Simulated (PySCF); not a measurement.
# Magnetisability: `InChI=1S/C2H8B2BrN/c1-2-4(5)6-3/h6H,2-3H2,1H3`

Geometry:
```json
{"atom": "B1", "x (Å)": "2.880", "y (Å)": "-0.141", "z (Å)": "0.106"}
{"atom": "N2", "x (Å)": "1.567", "y (Å)": "0.364", "z (Å)": "0.232"}
{"atom": "B3", "x (Å)": "0.311", "y (Å)": "-0.294", "z (Å)": "0.237"}
{"atom": "Br4", "x (Å)": "0.228", "y (Å)": "-2.164", "z (Å)": "0.047"}
{"atom": "C5", "x (Å)": "-1.020", "y (Å)": "0.565", "z (Å)": "0.388"}
{"atom": "C6", "x (Å)": "-2.321", "y (Å)": "-0.225", "z (Å)": "0.552"}
{"atom": "H7", "x (Å)": "3.768", "y (Å)": "0.621", "z (Å)": "0.133"}
{"atom": "H8", "x (Å)": "3.058", "y (Å)": "-1.288", "z (Å)": "-0.020"}
{"atom": "H9", "x (Å)": "1.505", "y (Å)": "1.369", "z (Å)": "0.337"}
{"atom": "H10", "x (Å)": "-0.917", "y (Å)": "1.251", "z (Å)": "1.238"}
{"atom": "H11", "x (Å)": "-1.118", "y (Å)": "1.215", "z (Å)": "-0.491"}
{"atom": "H12", "x (Å)": "-2.282", "y (Å)": "-0.851", "z (Å)": "1.441"}
{"atom": "H13", "x (Å)": "-3.170", "y (Å)": "0.449", "z (Å)": "0.645"}
{"atom": "H14", "x (Å)": "-2.490", "y (Å)": "-0.872", "z (Å)": "-0.307"}
```

Level of theory: GIAO PBE0/pcSseg-1 magnetisability, rotational g tensor and spin-rotation constants, non-relativistic, gas phase (PySCF). Geometry: GFN2-xTB.

The calculation is non-relativistic, which matters for the atoms heavier than Zn.

How diamagnetic is it, and how anisotropic?

Isotropic -1277 × 10⁻³⁰ J/T², or -76.9 × 10⁻⁶ cm³/mol; principal values -1478, -1205, -1149 × 10⁻³⁰ J/T², anisotropy 305 × 10⁻³⁰ J/T² (root of half the summed squared differences of the principal values). The susceptibility is in cgs units.

Split it along the inertial axes a, b, c into diamagnetic and paramagnetic parts about the centre of mass, with the quadrupole moment.


```tsv
axis	χ (10⁻⁶ cm³/mol)	diamagnetic (10⁻⁶ cm³/mol)	paramagnetic (10⁻⁶ cm³/mol)	summed x² of all electrons (Å²)	quadrupole Θ (D Å)
a	-71.2	-555.9	484.7	159.0	-5.79
b	-70.6	-732.7	662.1	117.4	+5.69
c	-89.0	-1172.6	1083.6	13.7	+0.09
```
Anisotropies 2χaa − χbb − χcc = +17.1 and 2χbb − χaa − χcc = +19.0 × 10⁻⁶ cm³/mol. Θ is traceless in Buckingham's convention.

And the rotational g tensor?


```csv
axis,rotational constant (GHz),g,nuclear part,electronic part
a,2.4358,-0.0165,0.5381,-0.5546
b,1.9811,-0.0203,0.5959,-0.6162
c,1.1083,-0.0001,0.5641,-0.5642
```
Asymmetric top; isotopes 11B, 79Br, 12C, 1H, 14N; no vibrational averaging.
